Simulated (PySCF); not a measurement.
Structure with atom numbers: `[CH3:1][O:2][C:3](=[O:4])[c:5]1[cH:6][p:7][cH:8][p:9][c:10]1[CH3:11]`; H(Xn) means a hydrogen on atom n.

Computational details: GIAO PBE0/pcSseg-1 shieldings, GFN2-xTB structure, in PySCF 2.14 (no solvent model, averaged over atoms made equivalent by symmetry, fast rotation or ring inversion, relativity neglected, one computed conformer).

Task: Predict the 2D correlation tables (HSQC, COSY, HMBC).

Result: 

HSQC (one-bond C–H):
| δH | δC |
| --- | --- |
| 10.94 (H(C8)) | 198.8 (C8) |
| 9.39 (H(C6)) | 162.1 (C6) |
| 4.16 (H(C1)) | 54.5 (C1) |
| 3.20 (H(C11)) | 28.3 (C11) |

HMBC (two and three bonds, from the bond graph):
| δH | δC |
| --- | --- |
| 10.94 (H(C8)) | 176.0 (C10), 162.1 (C6) |
| 9.39 (H(C6)) | 198.8 (C8), 178.6 (C3), 176.0 (C10), 143.1 (C5) |
| 4.16 (H(C1)) | 178.6 (C3) |
| 3.20 (H(C11)) | 176.0 (C10), 143.1 (C5) |

No COSY cross peaks are expected.

Scale: ¹H (31.72 ppm) and ¹³C (186.93 ppm) against TMS (reference shieldings calculated alike).

Shifts are as computed. Against solution values, carbons near 30 ppm lie about +3 ppm off and those near 130 ppm about +5 ppm. Of 1211 compounds with measured shifts, 218 miss one by over three times the rms of a fit or turn the order of signals round; such compounds aren't used in these exercises.
